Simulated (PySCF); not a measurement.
**Mn: ionisation energy**

Mn [Ar] 3d5 4s2 (6S) → Mn⁺ [Ar] 3d5 4s1 (7S), as a difference of total energies. All numbers are calculated (PySCF 2.14, no relativity, point nucleus, in pcseg-2 (6s4p3d2f1g, 56 functions)). Correlated levels: valence: [Ar] frozen. The calculations carry no spin-orbit coupling.

```csv
method,ionisation energy (eV),difference from reference (eV)
UHF,5.973,-1.461
M06-2X,8.025,+0.591
B3LYP,7.496,+0.062
MP2 (valence),6.873,-0.561
SCS-MP2 (valence),7.072,-0.362
```

Reference: 7.434 eV (measured; NIST Atomic Spectra Database, ionization energies).

These non-relativistic numbers lack the scalar-relativistic shift.

Errors of the correlated levels include the incompleteness of this basis and the frozen core.

MP2 underrates the near-degeneracy of ns² with np² in the lower species.
